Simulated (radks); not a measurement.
These are the eigenvalues of the occupied orbitals of an atom or ion with whole-number occupations (Ry). Method: scalar-relativistic Kohn-Sham, BLYP, spin-polarised, spherical densities, finite nucleus; Fermi nuclear charge, rms radius of each element as measured or else 0.836 A^(1/3) + 0.57 fm; computed with a radial shooting solver on a logarithmic mesh with Libxc functionals.

| orbital | eigenvalue |
|---|---|
| 1s up | -2296.974 |
| 1s down | -2296.805 |
| 2s up | -477.8866 |
| 2s down | -477.7423 |
| 2p up | -446.7399 |
| 2p down | -446.5487 |
| 3s up | -189.8718 |
| 3s down | -189.1296 |
| 3p up | -180.1215 |

Which element is it, and in what charge state? The configuration may be excited. Open shells, if any, are filled with parallel spins first.

Answer. Z = 50, tin, charge +37: Sn37+ in [Ne] 3s2 3p1. The list shows which subshells hold electrons but not how many an open one holds; the 1s level, -1148.5 hartree, gives Z - s = 47.9 by -(Z - s)^2/2, which with screening and relativity narrows Z to a few neighbours, and the depths of the outer levels then fix element, charge and occupations together.
